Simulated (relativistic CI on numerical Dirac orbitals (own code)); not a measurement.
Radial parameters of S X

These numbers are calculated, not measured: Dirac-Coulomb-Breit CI, orbitals from a KLI potential per configuration, model QED (radiative potential, 1s self-energy scaled to tabulated hydrogen-like ionisation energies), unscaled Slater integrals (own radial code, finite nucleus).

Slater integrals F^k, G^k are unscaled and averaged over j, outside the closed core 1s2; ζ comes from projecting the Hamiltonian with its Breit term on Σ l·s of the shell.

- 2s²2p³: F^2(2p,2p) = 241970, ζ(2p) = 7748.6 cm⁻¹; <r>(2p) = 0.391, <r^2>(2p) = 0.1866 (bohr units).
- 2s2p⁴: F^2(2p,2p) = 240650, G^1(2s,2p) = 275680, ζ(2p) = 7625.6 cm⁻¹; <r>(2s) = 0.4416, <r^2>(2s) = 0.2292, <r>(2p) = 0.3931, <r^2>(2p) = 0.1886 (bohr units).
- 2p⁵: ζ(2p) = 7512.9 cm⁻¹; <r>(2p) = 0.3959, <r^2>(2p) = 0.1915 (bohr units).

Averages of the first 10 configurations, taken without configuration mixing, which lowers the lowest level and can move excited configurations by several eV; other configurations of the list can lie among them:

| Configuration | Parity | States | Average energy above the lowest level (eV) |
| --- | --- | --- | --- |
| 2s²2p³ | odd | 20 | 11.5 |
| 2s2p⁴ | even | 30 | 63.0 |
| 2p⁵ | odd | 6 | 124.9 |
| 2s²2p²3s | even | 30 | 266.1 |
| 2p⁴3s | even | 30 | 367.1 |
| 2s²2p²3p | odd | 90 | 280.4 |
| 2p⁴3p | odd | 90 | 379.9 |
| 2s²2p²3d | even | 150 | 295.9 |
| 2p⁴3d | even | 150 | 395.1 |
| 2s2p³3s | odd | 80 | 311.2 |
